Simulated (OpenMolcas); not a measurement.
Cu2+ with its 6 nearest bromide ions at 2.712 Å, on the Ca site of CsCaBr3 (a = 5.69 Å, distance in the model lattice 2.845 Å). The rest of the host is ab initio model potentials to 7.6 Å, with orthogonalisation functions on the cations behind the ligands, and point charges beyond; the distance is set by hand and nothing relaxes. Ligand basis ANO-RCC-VDZP.

```json
{
 "Program": "OpenMolcas 26.06",
 "Method": "CASSCF",
 "Basis": "ANO-RCC-VTZP [6s5p3d2f1g]",
 "Scalar Hamiltonian": "DKH2, point nucleus",
 "Active space": "9 electrons in 5 orbitals (3d)",
 "State averaging": "2S+1 = 2 even, 5 roots",
 "Spin-orbit coupling": "state interaction with AMFI integrals over the reference wave functions"
}
```

Question: What is the spin-free ground state (labels of O, the rotations of Oh)?

Answer: 2E, 2-fold in its orbital part, 100 % from free-ion D terms; it has the highest spin that d9 allows.

Question: Where is the first state of the same spin?

Answer: 2T2 at 2390 cm-1 above the ground state.

Question: What are the lowest two levels with spin-orbit coupling?

Answer: A 4-fold level Γ8, then a 2-fold level Γ7 1881 cm-1 above it. Their leading multiplicities are 2 (100 %) and 2 (100 %).

Question: What is χT at 300 K, and how does it compare with the textbook value?

Answer: The lowest level has 2S+1 = 2, for which the spin-only value is χT = S(S+1) / 2 = 0.375 cm3 K/mol (g = 2). The computed 0.890 at 300 K differs by +0.515, through orbital momentum, spin-orbit coupling and any other state in reach.

Question: Which ligand-field parameters describe the states?

Answer: The gap between the two states is 10Dq = 2394 cm-1. 

An orbital doublet at a regular site is open to a Jahn-Teller distortion, which this geometry leaves out. Ligand-to-metal charge-transfer states are missing. With metal d orbitals alone and no dynamic correlation the field as a rule comes out too small, by tens of per cent, by up to half for chloride and softer ligands, and the orbital part of g and χT, which goes as 1/10Dq, too large. No measured value stands beside these numbers; the geometry was set by hand and not optimised.
